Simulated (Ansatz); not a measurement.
Calculated with Ansatz (gas phase, PBE0-D4/def2-TZVP geometries, no zero-point term in ΔE). CBS: MP2 limit from def2 TZ/QZ plus the TZ coupled-cluster correction, frozen cores. Functionals use def2-TZVPP. One conformer a species, not always the lowest.

`N[Si@H](F)S[Si@@H](N)Cl` + `N[SiH](O)S` → `N[Si@H](F)S[Si@@H](N)O` + `N[SiH](S)Cl`  (ligand exchange at the Si–S bond)

```json
{"level": "B2PLYP", "ΔE (kJ/mol)": "-15.2"}
{"level": "MP2/CBS(def2)", "ΔE (kJ/mol)": "-14.2"}
```

Problem. What does CCSD(T)/CBS give? (Estimate.)

Solution. Computed: -14.0 kJ/mol. The listed levels differ from it by -1.2, -0.2 kJ/mol.

Largest T1 diagnostic among the species: 0.012.

In def2-TZVPP, CCSD(T) changes the Hartree–Fock value by −11.8 kJ/mol (the triples alone add −2.6 kJ/mol) and MP2 by −12.0 kJ/mol. From PBE to PBE0 (25 % exact exchange), in def2-TZVPP and without D4, ΔE moves by +3.4 kJ/mol.
